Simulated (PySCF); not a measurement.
H6BN, charge -1, doublet, at the geometry of the source list (a state made from the parent by changing its charge; the spin is typed, not shown lowest) (in this run its highest filled SCF level lies above zero, so its values depend strongly on the basis, on diffuse functions most of all). Base run: DF-PBE0/6-31G run with PySCF.

Here is a job for PySCF.
```python
from pyscf import gto, scf, dft

mol = gto.Mole()
mol.atom = '''
    B    -0.82450000    0.10850000   -0.01790000
    N     0.82090000   -0.11000000    0.01830000
    H    -1.22580000   -0.63090000   -0.85970000
    H    -0.98570000    1.25740000   -0.28830000
    H    -1.20760000   -0.17230000    1.07380000
    H     1.01810000   -1.06680000    0.28750000
    H     1.21580000    0.53540000    0.69280000
    H     1.18890000    0.07880000   -0.90660000
'''
mol.basis = '6-31g'
mol.charge = -1
mol.spin = 1
mol.verbose = 3
mol.build()

mf = dft.UKS(mol)
mf.xc = 'pbe0'
mf = mf.density_fit(auxbasis='def2-universal-jkfit')
mf.kernel()
mf.analyze()
```

The base run was repeated with changes; each row names its change, and settings that it needs were set with it.

```
change               basis functions     E (Eh)  HOMO (eV)
-------------------  ---------------  ---------  ---------
base                              30  -82.95827       5.21
basis = STO-3G                    16  -81.64961      14.54
basis = 3-21G                     30  -82.50339       6.14
basis = LANL2DZ                   30  -82.97389       4.91
basis = 6-31+G*                   48  -83.07607       1.75
basis = cc-pVDZ                   58  -83.00937       4.35
basis = 6-31G**                   58  -82.98463       5.25
basis = def2-SVP                  58  -82.94886       4.27
basis = pcseg-1                   58  -83.00808       3.81
basis = 6-311++G**                86  -83.12096       1.31
basis = def2-SVPD                 88  -83.00654       2.42
basis = def2-TZVP                 98  -83.07660       3.15
basis = aug-cc-pVDZ              100  -83.10799       1.06
```

Totals compare only among sets that treat the same electrons; sets with core potentials leave the core out.

Open shells are given as the SCF converged; they aren't shown to be the lowest states, and a large step between rows can be another state.
